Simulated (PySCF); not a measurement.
Task: What does the PBE0-D3(BJ)/def2-SVP structure of `FC(F)(F)CCI` look like in three dimensions?

Result: 
```
atom  x, y, z in Å
F1    -1.778    0.120    0.981
C2    -1.295   -0.194   -0.227
F3    -1.297   -1.529   -0.320
F4    -2.147    0.275   -1.138
C5     0.089    0.374   -0.434
C6     1.067   -0.150    0.595
I7     3.038    0.664    0.320
H8     0.404    0.112   -1.455
H9     0.005    1.469   -0.383
H10    0.769    0.125    1.615
H11    1.179   -1.239    0.534
```

Orientation and origin are arbitrary. Atoms count from 1 in this order. Of the pairs four or more bonds apart, F1···H10 is among the closest relative to their van der Waals radii: 2.62 Å, 98 % of the sum of Bondi's values.

Bonds between heavy atoms (Å): F1–C2 1.338, C2–F3 1.338, C2–F4 1.332, C2–C5 1.510, C5–C6 1.513, C6–I7 2.150.

Method: PySCF 2.14.0, PBE0-D3(BJ)/def2-SVP geometry optimisation, gas phase, def2 core potentials past Kr.

Point group: Cs (tolerance 0.08 Å). No frequency check. The numbers are those of one conformer (C2–C5–C6–I7 180°).
